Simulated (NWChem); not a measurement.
Species: silacyclobutane (C₃H₈Si); SMILES C1C[SiH2]C1

```xyz
12

C     -0.1962    -1.3215     0.0000
C      0.1612    -0.3999    -1.1982
Si    -0.0571     1.0553     0.0000
C      0.1612    -0.3999     1.1982
H      0.3114    -2.3011     0.0000
H     -1.2797    -1.5256     0.0000
H      1.2198    -0.5119    -1.4850
H     -0.4546    -0.5061    -2.1023
H     -1.4408     1.6263     0.0000
H      0.9211     2.1893     0.0000
H      1.2198    -0.5119     1.4850
H     -0.4546    -0.5061     2.1023
```
Atoms are numbered in this order, from 1.

Computed with NWChem. Pople sets run with spherical d functions. Medium grid unless said otherwise, to which SCAN and Minnesota functionals are sensitive. All runs use the structure optimised with PBE0/def2-SVP. Hybrids' shares of exact exchange are those that their runs print; pure functionals count as 0. The functionals differ in more than this share.

```
row           share of exact exchange  highest occupied level (eV)
------------  -----------------------  ---------------------------
PBE/6-31G*                       0.00                        -6.41
B97-D/6-31G*                     0.00                        -6.41
TPSSh/6-31G*                     0.10                     withheld
B3LYP/6-31G*                     0.20                        -7.46
MN15/6-31G*                      0.44                        -8.35
```

**Question.** Fit a straight line of the last column on the one before it, predict the withheld value, and compare with the run.

**Answer.** 
1. Means of the 4 shown rows: x = 0.160, y = -7.158. Slope Σ(x − x̄)(y − ȳ)/Σ(x − x̄)² = -0.5852/0.1312 = -4.460; intercept -6.444.
2. The shown rows scatter about the line by 0.072 (root mean square); the largest residual is -0.12, at B3LYP/6-31G*.
3. At x = 0.10 (TPSSh/6-31G*; inside the shown range) the line gives -6.89.
4. The run gives -7.06, -0.17 from the line, 2.4 times the scatter.
